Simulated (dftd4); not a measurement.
Cu (SMILES [Cu]), doublet; D4 for hf (dftd4 4.2.0).

Input for dftd4:
```
$ dftd4 mol.xyz --func hf --charge 0 --json dftd4.json --noedisp

# file mol.xyz
1

Cu     0.00000000     0.00000000     0.00000000
```

What does dftd4 print? Leave out banner, timings and long lists.


```
                    ____  _____ _____     ____  _  _
      -------------|  _ \|  ___|_   _|---|  _ \| || |------------
     |             | | | | |_    | | ___ | | | | || |_           |
     |             | |_| |  _|   | ||___|| |_| |__   _|          |
     |             |____/|_|     |_|     |____/   |_|            |
     |             ===================================           |
     |            E. Caldeweyher, S. Ehlert & S. Grimme          |
     |          Mulliken Center for Theoretical Chemistry        |
     |                    University of Bonn                     |
      -----------------------------------------------------------

Rational (Becke-Johnson) damping: hf-D4-ATM
---------------------
  s6         1.0000
  s8         1.6168
  s9         1.0000
  a1         0.4496
  a2         3.3574
 alp        16.0000
--------------------

Dispersion energy:       0.0000000000000E+00 Eh

[Info] JSON dump of results written to 'dftd4.json'
```
